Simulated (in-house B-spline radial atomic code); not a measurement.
How numerical settings move a run on Cs3+, [Kr] 4d10 5s2 5p4. Computed with a B-spline radial code for spherical atoms: Dirac-Kohn-Sham BLYP, spherical fractional occupations, Fermi nucleus of rms radius 4.8041 fm.

Command:
```bash
python run_scf.py task.json out
```
Settings of the sound reference run:
```
Z                55
electrons        52
configuration    [Kr] 4d10 5s2 5p4
hamiltonian      dirac
method           b88,lyp
spin_polarised   False
nucleus          fermi
rms_radius       4.8041
mass_number      133
atomic_mass      132.9055
speed_of_light   137.036
knot_spacing     0.22
spline_order     8
gauss_points     12
box_radius       16.22
max_iterations   70
damping          0.5
damped_steps     3
diis_vectors     10
tolerance        1e-08
start            Thomas-Fermi
```

Cost of the run: 1.7 s on 1 thread of Arm Neoverse N1, on a shared host.

It converges in 9 iterations to -7788.425829 hartree, with 5p3/2 at -38.7476 eV. The other runs change the listed settings, some to values that make no sense; their results aren't properties of the atom or ion. Radii are in bohr (the nuclear one in fm), a minus after a letter asks for a j subshell, and «unchanged» means within 1e-8 hartree. The run stops when the residual is below 10 × tolerance × max(1, Z/10), or a noise floor if that is larger, and the energy moves by less than 1e-8 × √|E| hartree; so very loose and very tight tolerances often act alike.

| changed settings | outcome |
| --- | --- |
| spline_order = 3 | converged in 9 iterations, energy +2.53e-01 hartree from the reference, 5p3/2 level +4.8e-03 eV |
| spline_order = 7 | converged in 9 iterations, energy +5.06e-06 hartree from the reference, 5p3/2 level -5.2e-06 eV |
| spline_order = 4 | converged in 9 iterations, energy +4.73e-03 hartree from the reference, 5p3/2 level +4.8e-05 eV |
| spline_order = 10 | converged in 9 iterations, energy +3.04e-06 hartree from the reference, 5p3/2 level -2.9e-06 eV |
| first_knot = 0.00545 | converged in 9 iterations, energy -9.51e-02 hartree from the reference, 5p3/2 level +2.2e-03 eV |
| first_knot = 0.00182 | converged in 9 iterations, energy -2.27e-02 hartree from the reference, 5p3/2 level +1.9e-04 eV |
| box_radius = 0.65, max_iterations = 5, tolerance = 0.0001 | not converged after 5 iterations, last residual 1.6e-02, last energy +1.19e+03 hartree from the reference |
| first_knot = 1.82e-06 | converged in 9 iterations, energy +2.54e-07 hartree from the reference, 5p3/2 level -5.1e-06 eV |
| knot_spacing = 0.55, spline_order = 5, first_knot = 1.82e-05, max_iterations = 100 | converged in 9 iterations, energy +1.44e+00 hartree from the reference, 5p3/2 level -3.6e-02 eV |
| spline_order = 5 | converged in 9 iterations, energy +1.70e-04 hartree from the reference, 5p3/2 level -3.9e-06 eV |
| electrons = 53, configuration = [Kr] 4d10 5s2 5p4 3f1, max_iterations = 60 | stopped with error: there is no 3f shell |
| knot_spacing = 0.55, max_iterations = 12, tolerance = 0.0001 | converged in 8 iterations, energy +5.12e-01 hartree from the reference, 5p3/2 level -2.2e-03 eV |
| start = bare nucleus | converged in 10 iterations, energy unchanged, 5p3/2 level -2.7e-06 eV |
| electrons = 55, configuration = [Kr] 4d10 5s2 5p7, max_iterations = 60 | stopped with error: shell 5p holds at most 6 electrons |

What happens with first_knot = 0.0182?

Converged in 9 iterations, energy +2.11e+00 hartree from the reference, 5p3/2 level +2.8e-02 eV.

What happens with knot_spacing = 1.4, max_iterations = 100, damped_steps = 0?

Converged in 8 iterations, energy +1.50e+02 hartree from the reference, 5p3/2 level -1.7e+00 eV (the program warns: 5p3/2 reaches the box edge; 1s1/2 reaches the box edge).

What happens with method = revtpss,revtpss?

Stopped with error: meta-GGAs are not served with the Dirac Hamiltonian.

What happens with spline_order = 6?

Converged in 9 iterations, energy +5.61e-06 hartree from the reference, 5p3/2 level -1.8e-06 eV.
